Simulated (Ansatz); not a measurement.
```xyz
15

C    -0.230    0.224   -1.453
C    -0.515   -0.147   -0.009
C    -1.312   -1.429    0.099
O     0.686   -0.339    0.720
Ge    1.668    1.060    1.211
H     0.325    1.163   -1.523
H     0.364   -0.560   -1.930
H    -1.160    0.345   -2.013
H    -1.097    0.667    0.454
H    -1.500   -1.673    1.146
H    -0.754   -2.254   -0.350
H    -2.271   -1.336   -0.416
H     2.593    0.519    2.306
H     2.484    1.603    0.022
H     0.720    2.157    1.736
```

Charge 0, multiplicity 1.

Task: List the B3LYP/def2-TZVPP orbital energies in eV (Ansatz 0.2.0). (Best estimate.)

Result: Computed: Occupied: -10850.47, -1354.81, -1205.72, -1205.71, -1205.71, -520.14, -278.20, -276.51, -276.38, -169.40, -119.68, -119.63, -119.62, -33.36, -33.22, -33.20, -33.14, -33.13, -27.07, -20.98, -18.84, -16.18, -15.06, -12.89, -12.33, -11.86, -10.63, -10.52, -10.25, -9.84, -9.52, -9.27, -8.16, -7.43. Lowest empty: 0.17, 0.72, 1.32, 1.53, 1.72, 2.16, 2.44, 2.79.

B3LYP here is the variant with VWN-RPA as its local correlation; programs differ in this.
